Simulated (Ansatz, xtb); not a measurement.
# C4H4N4: which of two isomers lies lower

We compare I, `N#Cc1[nH]ncc1N`, a singlet, with II, `N#Cn1cc(N)cn1`, a singlet. Both are isolated molecules in the gas phase, relaxed with PBE-D3(BJ)/def2-SVP; the shapes shown needn't be the lowest conformers.

I (Å):

```
atom    x (Å)    y (Å)    z (Å)
   C  -2.3845  -0.8437  -0.0482
   C  -1.0217  -1.1729   0.1035
   C   1.1677  -1.5725  -0.1066
   C   0.0201  -1.1764  -0.8543
   N  -3.5161  -0.5567  -0.2068
   N  -0.4295  -1.5580   1.2985
   N   0.8697  -1.7949   1.1841
   N  -0.0828  -0.9201  -2.2026
   H  -0.8974  -1.6620   2.1988
   H   2.1951  -1.7056  -0.4670
   H  -0.9128  -0.4096  -2.5078
   H   0.7715  -0.6227  -2.6731
```

II (Å):

```
atom    x (Å)    y (Å)    z (Å)
   C  -2.7111   0.1263  -0.4740
   C  -0.4229  -0.4763   0.1568
   C   0.4006  -1.5308  -0.2217
   C  -0.3989  -2.2900  -1.1467
   N  -3.6456   0.8344  -0.4002
   N  -1.6217  -0.6639  -0.5363
   N   1.6712  -1.8535   0.2265
   N  -1.6065  -1.7682  -1.3351
   H  -0.2870   0.3677   0.8393
   H   2.2316  -2.4016  -0.4278
   H   2.2073  -1.0832   0.6282
   H  -0.1167  -3.2093  -1.6769
```

Quicker runs give these differences E(II) − E(I): GFN2-xTB −2.6 kJ/mol; HF/STO-3G +54.0 kJ/mol (at GFN2-xTB geometries); r2SCAN-D4/def2-SVP +79.2 kJ/mol (at GFN2-xTB geometries).

Task: Estimate which is lower in electronic energy at CCSD(T)/def2-SVP + ΔMP2/def2-TZVPP, and by roughly how much.

Result: The CCSD(T)/def2-SVP + ΔMP2/def2-TZVPP calculation puts structure I lower, by 68.6 kJ/mol.

Level by level:

```csv
level,geometry,E(II) − E(I) (kJ/mol),departure from the last row (kJ/mol),"job, with rough time for the two"
GFN2-xTB,GFN2-xTB,−2.6,−71.2,"optimisation, 0.15 s"
HF/STO-3G,GFN2-xTB,+54.0,−14.6,"single point, 0.46 s"
r2SCAN-D4/def2-SVP,GFN2-xTB,+79.2,+10.6,"single point, 5.3 s"
PBE-D3(BJ)/def2-SVP,PBE-D3(BJ)/def2-SVP,+74.8,+6.2,"optimisation, 25 s"
HF/def2-SVP,PBE-D3(BJ)/def2-SVP,+62.2,−6.4,part of the CCSD(T) run
MP2/def2-SVP,PBE-D3(BJ)/def2-SVP,+76.4,+7.8,part of the CCSD(T) run
CCSD(T)/def2-SVP,PBE-D3(BJ)/def2-SVP,+65.8,−2.8,single point
CCSD(T)/def2-SVP + ΔMP2/def2-TZVPP,PBE-D3(BJ)/def2-SVP,+68.6,,"single point, 93 s"
```

As drawn, II has 1 C–N, 1 C–H in place of 1 C–C, 1 N–H.

GFN2-xTB puts the two in the other order. The largest departure from CCSD(T)/def2-SVP + ΔMP2/def2-TZVPP is that of GFN2-xTB, 71.2 kJ/mol. The last row adds to CCSD(T) the change of the MP2 difference between the two basis sets, here +2.8 kJ/mol.

With thermal terms from frequencies at re-optimised GFN2-xTB minima (ideal gas, soft modes damped towards free rotors, one conformer each, 298.15 K, 1 atm): on the last row, ΔE + ΔZPE = +68.0, ΔH = +67.8, ΔG = +68.2 kJ/mol.

The correlated steps freeze 8 core orbitals. Programs: Ansatz 0.2.0, xtb 6.7.1; the last row on 2 threads of Arm Neoverse V2 on a shared host.
